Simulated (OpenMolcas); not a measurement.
Mn4+ with 6 ligands (chloride) in octahedral coordination (Oh). A charge of +0.333 e stands 3.2 Å behind each ligand. Ligand basis ANO-RCC-VDZP.

```yaml
Program: OpenMolcas 26.06
Method: "SS-CASPT2, IPEA 0.25 Eh, imaginary shift 0.1 Eh (closed shells correlated: 3s 3p and the ligand valence shells)"
Basis: ANO-RCC-VTZP [6s5p3d2f1g]
Scalar_Hamiltonian: DKH2, point nucleus
Active_space: 3 electrons in 5 orbitals (3d)
State_averaging: 2S+1 = 4 even, 10 roots; 2S+1 = 2 even, 40 roots
Spin-orbit_coupling: state interaction with AMFI integrals over the reference wave functions
```

All ligands move together. At R = 2.22 Å the first state of the same spin is 29200 cm-1, and at R = 2.29 Å it is 27690 cm-1.

Task: A third run gives 25980 cm-1. What distance was it run at?

Result: With a power law R^-n the two known points give n = -ln(27690 / 29200) / ln(2.29 / 2.22) = 1.71. Then R = 2.22 × (29200 / 25980)^(1/1.71) = 2.377 Å. The run was at 2.43 Å, so the estimate is off by -0.053 Å.

Roots that are degenerate in the reference are averaged as groups; the widest CASPT2 spread within a group is 1200 cm-1 (the 3-fold group of multiplicity 2 near 76800 cm-1 above the lowest state of its run, R = 2.29). Shifts and gaps below about the spread of the groups concerned are not significant. Over all roots computed the reference weight is 0.59 to 0.61 in R = 2.22, 0.57 to 0.61 in R = 2.29, 0.49 to 0.59 in R = 2.43; the roots of lowest weight are the least certain, and an intruder state may touch them. Ligand-to-metal charge-transfer states are missing. With no ligand orbital active B as a rule stays too high, so bands that hang on it stand too high and its fall with covalency is understated. With one d shell and no ligand orbital active, 10Dq can be off by a tenth or more. The least metal-like active orbital is 70 % on the metal (Löwdin) and no ligand orbital is active, so the numbers are rough (holds for R = 2.22; R = 2.29). These CASPT2 states fit no ligand-field parameters well, so their order and spin gaps are uncertain (holds for R = 2.22). The least metal-like active orbital is 68 % on the metal (Löwdin) and no ligand orbital is active, so the numbers are rough (holds for R = 2.43). No measured value stands beside these numbers; the geometry is a model, was not optimised and need not be the one that this ion takes.
